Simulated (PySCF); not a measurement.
Cl4OW, charge +1, doublet, geometry from GFN2-xTB (such geometries of metal compounds can be far from the true shape) (the multiplicity is a formal guess) (core potentials on W); DF-B3LYP/def2-SVP run with PySCF.

PySCF was given this input:
```python
from pyscf import gto, scf, dft

mol = gto.M(
    atom='''
W     0.193124   -0.178957   -0.031959
O     1.598712   -0.521249   -0.858230
Cl    0.552707   -0.371550    2.094302
Cl   -1.179723    1.025600   -1.593287
Cl   -1.188584   -1.829558   -0.263852
Cl    0.222607    2.199791    0.305827
''',
    basis='def2-svp',
    ecp={'W': 'def2-svp'},
    charge=1,
    spin=1,
    verbose=4,
)

mf = dft.UKS(mol)
mf.xc = 'b3lyp'
mf = mf.density_fit(auxbasis='def2-universal-jkfit')
mf.kernel()
```

It wrote (shortened):

```
PySCF version 2.14.0

[INPUT] verbose = 4
[INPUT] num. atoms = 6
[INPUT] num. electrons = 89
[INPUT] charge = 1
[INPUT] spin (= nelec alpha-beta = 2S) = 1
[INPUT] symmetry False subgroup None
[INPUT] Mole.unit = angstrom
[INPUT] Symbol           X                Y                Z      unit          X                Y                Z       unit  Magmom
[INPUT]  1 W      0.193124000000  -0.178957000000  -0.031959000000 AA    0.364951468081  -0.338179718074  -0.060393757215 Bohr   0.0
[INPUT]  2 O      1.598712000000  -0.521249000000  -0.858230000000 AA    3.021127832056  -0.985017852703  -1.621819651885 Bohr   0.0
[INPUT]  3 Cl     0.552707000000  -0.371550000000   2.094302000000 AA    1.044464857130  -0.702127741582   3.957657202129 Bohr   0.0
[INPUT]  4 Cl    -1.179723000000   1.025600000000  -1.593287000000 AA   -2.229353372850   1.938103113354  -3.010876067830 Bohr   0.0
[INPUT]  5 Cl    -1.188584000000  -1.829558000000  -0.263852000000 AA   -2.246098236040  -3.457363549007  -0.498608017419 Bohr   0.0
[INPUT]  6 Cl     0.222607000000   2.199791000000   0.305827000000 AA    0.420666263411   4.157002521283   0.577929271497 Bohr   0.0

nuclear repulsion = 619.591802860997
number of shells = 50
number of NR pGTOs = 225
number of NR cGTOs = 118
basis = def2-svp
ecp = {'W': 'def2-svp'}

******** <class 'pyscf.df.df_jk.DFUKS'> ********
method = DFUKS
initial guess = minao
damping factor = 0
level_shift factor = 0
DIIS = <class 'pyscf.scf.diis.CDIIS'>
diis_start_cycle = 1
diis_space = 8
diis_damp = 0
SCF conv_tol = 1e-09
SCF conv_tol_grad = None
SCF max_cycles = 50
direct_scf = False
number electrons alpha = 45  beta = 44
XC library pyscf.dft.libxc version 7.1.2
    S. Lehtola, C. Steigemann, M. J. T. Oliveira, and M. A. L. Marques,  SoftwareX 7, 1–5 (2018)
XC functionals = b3lyp
    P. J. Stephens, F. J. Devlin, C. F. Chabalowski, and M. J. Frisch,  J. Phys. Chem. 98, 11623 (1994)
radial grids:
    Treutler-Ahlrichs [JCP 102, 346 (1995); DOI:10.1063/1.469408] (M4) radial grids

becke partition: Becke, JCP 88, 2547 (1988); DOI:10.1063/1.454033
pruning grids: <function nwchem_prune>
grids dens level: 3
symmetrized grids: False
atomic radii adjust function: <function treutler_atomic_radii_adjust>
small_rho_cutoff = 0
Set gradient conv threshold to 3.16228e-05
tot grids = 113912
******** <class 'pyscf.df.df.DF'> ********
auxbasis = def2-universal-jkfit
init E= -1970.50233723818

cycle= 1 E= -1982.05085743186  delta_E= -11.5  |g|= 0.897  |ddm|= 5.26
cycle= 2 E= -1975.66442334326  delta_E= 6.39  |g|=  3.4  |ddm|= 3.14
cycle= 3 E= -1982.37610795792  delta_E= -6.71  |g|= 0.209  |ddm|= 2.75
cycle= 4 E= -1982.34922969395  delta_E= 0.0269  |g|= 0.309  |ddm|= 0.519
cycle= 5 E= -1982.39797457925  delta_E= -0.0487  |g|= 0.0692  |ddm|= 0.358
cycle= 6 E= -1982.4002947071  delta_E= -0.00232  |g|= 0.0108  |ddm|= 0.0727
cycle= 7 E= -1982.40035552482  delta_E= -6.08e-05  |g|= 0.0025  |ddm|= 0.0123
cycle= 8 E= -1982.40035861555  delta_E= -3.09e-06  |g|= 0.00105  |ddm|= 0.00417
cycle= 9 E= -1982.40035921993  delta_E= -6.04e-07  |g|= 0.000508  |ddm|= 0.00168
cycle= 10 E= -1982.40035934686  delta_E= -1.27e-07  |g|= 0.000223  |ddm|= 0.000774
cycle= 11 E= -1982.40035938169  delta_E= -3.48e-08  |g|= 3.19e-05  |ddm|= 0.000296
cycle= 12 E= -1982.40035938459  delta_E= -2.9e-09  |g|= 1.65e-05  |ddm|= 0.000141
cycle= 13 E= -1982.4003593854  delta_E= -8.2e-10  |g|= 9.62e-06  |ddm|= 7.9e-05
Extra cycle  E= -1982.40035938548  delta_E= -7.41e-11  |g|= 1.59e-05  |ddm|= 4.49e-05
converged SCF energy = -1982.40035938548  <S^2> = 0.75549561  2S+1 = 2.0054881
```
